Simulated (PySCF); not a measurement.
## Ionisation energy of Au(52+) by level of theory

Au(52+) [Ar] 3d9 (2D) → Au(53+) [Ar] 3d8 (3F), as a difference of total energies. Computed with PySCF 2.14 in an even-tempered Gaussian basis (17 s from 12 bohr⁻², ratio 2.5; 13 p from 16 bohr⁻², ratio 2.5; 7 d from 16 bohr⁻², ratio 2.5; 4 f from 67 bohr⁻², ratio 2.7; 3 g from 100 bohr⁻², ratio 2.7), with the spin-free X2C one-electron Hamiltonian (Gaussian nucleus). Correlated levels: outer shells: [Ne] frozen; virtual orbitals above 40 to 60 times the deepest correlated orbital energy dropped. The calculations carry no spin-orbit coupling.

```
                method  ionisation energy (eV)
                   UHF                  5051.7
                   LDA                  5051.4
                   PBE                  5050.1
                  PBE0                  5051.2
                r2SCAN                  5049.8
               r2SCANh                  5050.3
                M06-2X                  5054.4
    MP2 (outer shells)                  5053.5
SCS-MP2 (outer shells)                  5053.3
```

Spin-orbit coupling is strong in these open shells (close to jj coupling). The scalar numbers leave it out and a first-order estimate fails, so it can dominate the gap to the real levels.

Breit and QED terms and the two-electron picture change are absent.

For comparison: 5013 ± 4 eV (theoretical estimate listed by NIST; NIST Atomic Spectra Database, ionization energies).
